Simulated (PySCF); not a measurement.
NICS in one family of compounds.

Definitions: NICS(0) = −σiso at the ring centroid; NICS(1) = −σiso and NICS(1)zz = −σzz at ±1 Å along the ring normal z. Level: GIAO PBE0/pcSseg-1 (PySCF, non-relativistic, gas phase) on the GFN2-xTB geometries, one conformer each. Atom numbers follow the mapped SMILES.

Task: Order these rings by mean NICS(1)zz, lowest (most negative) first (ppm).
A. ring C3–N4–N5–N6–C8 in `[CH3:1][O:2][c:3]1[n:4][n:5][n:6]([CH3:7])[c:8]1[CH3:9]`
B. ring C2–C3–N4–N5–N6 in `[CH3:1][c:2]1[cH:3][n:4][n:5][n:6]1[CH3:7]`
C. ring C3–N4–N5–N6–C8 in `[CH3:1][CH2:2][c:3]1[n:4][n:5][n:6]([CH3:7])[c:8]1[CH3:9]`

Result: B (-32.6), C (-31.2), A (-30.0).

| SMILES | ring | NICS(0) | NICS(1) | NICS(1)zz | HOMA | rms pucker (Å) | ring atoms with four or more neighbours |
| --- | --- | --- | --- | --- | --- | --- | --- |
| Cc1cnnn1C | 5-membered ring with 3 N; formal bonds all aromatic | -12.7 | -13.1 | -32.6 | 0.95 | 0.00 | 0 |
| CCc1nnn(C)c1C | 5-membered ring with 3 N; formal bonds all aromatic | -12.3 | -12.9 | -31.2 | 0.95 | 0.00 | 0 |
| COc1nnn(C)c1C | 5-membered ring with 3 N; formal bonds all aromatic | -13.4 | -12.5 | -30.0 | 0.97 | 0.00 | 0 |

NICS(0) gives another order. The isotropic NICS(1) gives the same order. HOMA uses Krygowski's 1993 parameters. NICS(1) and NICS(1)zz are means over the two faces.
